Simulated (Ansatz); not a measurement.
Reaction (formal exchange of groups at a B–N bond): `NB(N)S` + `CC=N` → `NBS` + `N=CCN`

Computed with Ansatz on PBE0-D4/def2-TZVP structures; ΔE is electronic, products minus reactants. CCSD(T)/CBS adds triple-zeta CCSD(T) − MP2 to the extrapolated MP2 energy (def2 sets, frozen cores). Functionals use def2-TZVPP. B3LYP here is the variant with VWN-RPA as its local correlation; programs differ in this. Each species was taken in one conformer, which may not be the lowest.

`NB(N)S`:

```xyz
9

N     0.504   -0.968   -0.581
B    -0.005    0.152    0.109
N    -1.377    0.300    0.398
S     1.108    1.499    0.700
H    -0.083   -1.699   -0.942
H     1.484   -1.145   -0.694
H    -1.759    1.131    0.809
H    -2.060   -0.411    0.211
H     2.187    1.143   -0.011
```

`CC=N`:

```xyz
8

C     0.684   -0.353   -0.284
C    -0.725    0.109   -0.108
N    -1.198    0.826    0.818
H     1.081   -0.003   -1.242
H     1.328    0.008    0.520
H     0.724   -1.446   -0.308
H    -1.428   -0.218   -0.882
H    -0.465    1.077    1.486
```

`NBS`:

Z-matrix (Å, degrees):
```
N
B 1 1.391
H 1 1.004 2 121.9
H 1 1.006 2 124.2 3 -180.0
S 2 1.816 1 120.0 3 180.0
H 2 1.194 1 119.9 3 -0.0
H 5 1.339 2 96.3 1 -180.0
```

`N=CCN`:

Z-matrix (Å, degrees):
```
C
C 1 1.501
N 1 1.442 2 116.8
H 1 1.098 2 107.8 3 123.8
H 1 1.098 2 107.8 3 -123.8
N 2 1.263 1 121.6 3 0.2
H 2 1.100 1 115.1 3 -179.8
H 3 1.014 1 109.0 2 -56.8
H 3 1.014 1 109.0 2 56.8
H 6 1.018 2 111.2 1 180.0
```

```tsv
level	ΔE (kJ/mol)
revPBE	135.3
B3LYP	142.1
HF/def2-TZVPP	144.8
HF/def2-QZVPP	145.6
```

(1) What does CCSD(T)/CBS give? (Estimate.)

Largest T1 diagnostic among the species: 0.012.

## Answers

(1) Ansatz gave: +143.8 kJ/mol. The listed levels differ from it by -8.5, -1.7, 1.0, 1.8 kJ/mol.

Leaving LDA and LC-ωPBE aside and taking each functional with its dispersion term where it has one, the values, not all of them listed here, spread over 10.5 kJ/mol, from revPBE-D4 to BHLYP-D4. LDA lies +3.2 kJ/mol from PBE without D4. From PBE to PBE0 (25 % exact exchange), in def2-TZVPP and without D4, ΔE moves by +3.6 kJ/mol. At CCSD(T), def2-SVP lies −12.7 kJ/mol from the extrapolated value and def2-TZVPP −3.5 kJ/mol.
